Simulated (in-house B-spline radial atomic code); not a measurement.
The numbers below are computed, except where a source is named.
Cr in an electron gas of r_s = 2.67: phase shifts, screening, friction and resistivity

A nucleus sits in a uniform electron gas with a rigid positive background. The Kohn-Sham equations are solved self-consistently in the spin-unpolarised LDA (PW92), non-relativistic, on B-splines with outgoing waves at the boundary and partial waves to l = 8. The model has no lattice, no bands and no magnetic solution. Atomic units; δ_l are the phase shifts at the Fermi level, counted so that each bound state adds π, and good to about 0.0005. A narrow, partly filled d or f resonance in a thin gas would split by spin, so such rows rest on a solution that is probably unstable.

The density parameter is r_s = 2.67 bohr, near that of the valence electrons of Cu (1 per atom, density 8.96 g/cm³, mass 63.55 u, which gives r_s = 2.67).

```csv
l,δ_l (rad)
0,9.2664
1,6.3479
2,1.9092
3,-0.0195
4,-0.0025
5,-0.0007
6,-0.0003
7,-0.0004
8,-0.0003
```

Bound levels below the band bottom (hartree): s -213.5, s -23.71, p -20.12, s -2.254, p -1.262.

Problem. Check the Friedel sum rule, and say where the screening charge sits.

Solution. k_F = (9π/4)^(1/3)/r_s = 0.71879. The rule is Z = (2/π) Σ (2l + 1) δ_l. The terms are s 5.899, p 12.124, d 6.077, f -0.087 and -0.029 beyond, in all 23.984 against Z = 24. Bound states hold 6 s, 12 p, 0 d electrons, so the scattering states carry 5.98 in all; where a term is smaller than its bound count, the bound level has drawn weight out of the band.

Problem. Find the transport cross section and the electronic stopping of a 1 keV Cr ion (mass 52.0 u).

Solution. σ_tr = (4π/k_F²) Σ (l + 1) sin²(δ_l − δ_(l+1)). The terms for l = 0 to 3 are 0.0490, 1.8539, 2.6318, 0.0012, all together 4.5359, so σ_tr = 24.323 × 4.5359 = 110.324 bohr². With n = 3/(4π r_s³) = 0.01254, the friction coefficient is Q = n k_F σ_tr = 0.9946. For v well below v_F = 0.719, dE/dx = Q v; with 24801 eV per u at v = 1, v = √(1000/(24801 × 52.0)) = 0.0278, so dE/dx = 0.02770 hartree/bohr = 14.2 eV/nm. The largest term couples the d and f waves.

Problem. What residual resistivity would 1 atomic per cent of such centres give in Cu?

Solution. Δρ = k_F n_i σ_tr/n in atomic units of 21.74 μΩ·cm. With one host atom per 1 electron, n_i/n = 0.01/1, so Δρ = 0.7188 × 0.01000 × 110.324 × 21.74 = 17.24 μΩ·cm. This is an atom added to the gas, as on an interstitial site.

Problem. On a substitutional site the background of one host ion, a sphere holding 1 charge, is taken out. The phase shifts for l = 0 to 4 become 9.1393, 6.2542, 1.6847, -0.0238, -0.0034. What follows?

Solution. The Friedel sum is now 22.98, for Z − 1 = 23. The sum in σ_tr is 4.9690, so σ_tr = 120.86 bohr² and Δρ = 18.89 μΩ·cm per atomic per cent, 1.10 times the value above. A real host ion scatters too, so this model doesn't give zero even for the host's own atom.
